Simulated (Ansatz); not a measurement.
Consider the formal exchange of groups at a Ga–H bond: `C1[CH2][GaH][SiH2]1` + `NCF` → `[NH2][Ga]1[CH2]C[SiH2]1` + `CF`.

Computed with Ansatz on PBE0-D4/def2-TZVP structures; ΔE is electronic, products minus reactants. CCSD(T)/CBS is the MP2 limit (def2-TZVPP, def2-QZVPP) plus CCSD(T) − MP2 in def2-TZVPP, frozen cores. This one scheme is used for every species. DFT in def2-TZVPP. B3LYP here is the variant with VWN-RPA as its local correlation; programs differ in this. For Ga outer-core shells are correlated without core-valence functions, which leaves a few kJ/mol of doubt a bond. Scalar relativity is left out up to krypton. One conformer a species, not always the lowest.

| level | ΔE (kJ/mol) |
| --- | --- |
| B3LYP | -72.4 |
| SCS-MP2/def2-TZVPP | -84.0 |

(1) What does CCSD(T)/CBS give? (An estimate is asked.)

Largest T1 diagnostic among the species: 0.013.

Results:

(1) Ansatz gave: -84.4 kJ/mol. The listed levels differ from it by 12.0, 0.4 kJ/mol.

In def2-TZVPP, CCSD(T) changes the Hartree–Fock value by −9.5 kJ/mol (the triples alone add −1.0 kJ/mol) and MP2 by −15.4 kJ/mol.
